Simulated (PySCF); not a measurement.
## Correlation energy of Sn (tin, neutral)

[Kr] 4d10 5s2 5p1 6s1, high-spin 3P determinant (an excited configuration). All numbers are calculated (PySCF 2.14, a scalar-relativistic core potential, in aug-cc-pwCVDZ-PP with ECP28MDF (6s5p4d1f, 48 functions)). Frozen: 4s2 4p6 4d10; 4 electrons correlated.

```tsv
level	correlation energy (mhartree)
CCSD	-50.70
(T)	-1.07
CCSD(T)	-51.77
CCSDT	-52.15
```

Diagnostics: T1 = 0.013, D1 = 0.0310, largest double amplitude 0.085.

Problem. Is a single reference adequate?

Solution. Mostly. T1 lies below 0.03, but a double amplitude of this size points to a near-degeneracy that CCSD handles and MP2 describes poorly.
